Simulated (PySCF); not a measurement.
hydroxymethyl(methoxy)borinic acid (C2H7BO3), SMILES COB(O)CO.

The structure is a stationary point at B3LYP-D3(BJ)/def2-SVP. The values are those of a single conformer.

Two levels are set side by side: TDA-PBE/def2-SVPD (PySCF) and TDA-CAM-B3LYP/def2-SVPD (PySCF). Vertical, same geometry. The lowest singlet is HOMO→LUMO 99 % with PBE and HOMO→LUMO 81 %, HOMO→LUMO+1 12 % with the other functional; states are paired by order. Differences are taken from unrounded values.

| quantity | TDA-CAM-B3LYP |
|---|---|
| lowest singlet excitation (eV) | 6.60 |
| lowest triplet excitation (TDA) (eV) | 6.29 |

Q: What does TDA-PBE give, and how far is it from TDA-CAM-B3LYP? (The exact figures need the calculation; the answer reports its results.)

A: 
| quantity | TDA-PBE | TDA-PBE minus TDA-CAM-B3LYP |
|---|---|---|
| lowest singlet excitation (eV) | 5.67 | -0.93 |
| lowest triplet excitation (TDA) (eV) | 5.45 | -0.83 |

A lower first singlet is the usual sign of a functional without exact exchange. Differences between two approximate levels are no errors against the true value.

Rough cost on one machine, each run with all the roots and properties that it gave: TDA-CAM-B3LYP against TDA-PBE about 5 times.
